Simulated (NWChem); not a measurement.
A series in which one site is exchanged, each optimised at PBE0/def2-SVP with NWChem, gas phase unless a solvent is named. All stand in one matching conformer (torsions within 35°), which need not be the lowest. For some, no frequency run checked for a minimum. def2 effective core potentials on In; no spin-orbit coupling.

A: [OH][Ga]([SH])[SH] (GaH3S2O; site = Ga)
B: [OH][In]([SH])[SH] (InH3S2O; site = In)
C: B(S)(S)O (BH$_{3}$S$_{2}$O; site = B)

```
quantity                                                A     B  C
---------------------------------------------------  ----  ----  -
dipole (D), PBE0/def2-SVP                            2.22  2.09  ?
orbital gap (eV), PBE0/def2-SVP                      6.85  5.76  ?
static polarisability, PBE0/def2-SVPD (bohr³)        75.4  86.1  ?
lowest singlet excitation, PBE0/def2-SVPD, TDA (eV)  5.24  4.31  ?
```

Q: Complete the blanks.

A: 
- dipole (D), PBE0/def2-SVP, C: 2.53
- orbital gap (eV), PBE0/def2-SVP, C: 7.42
- static polarisability, PBE0/def2-SVPD (bohr³), C: 61.3
- lowest singlet excitation, PBE0/def2-SVPD, TDA (eV), C: 5.68
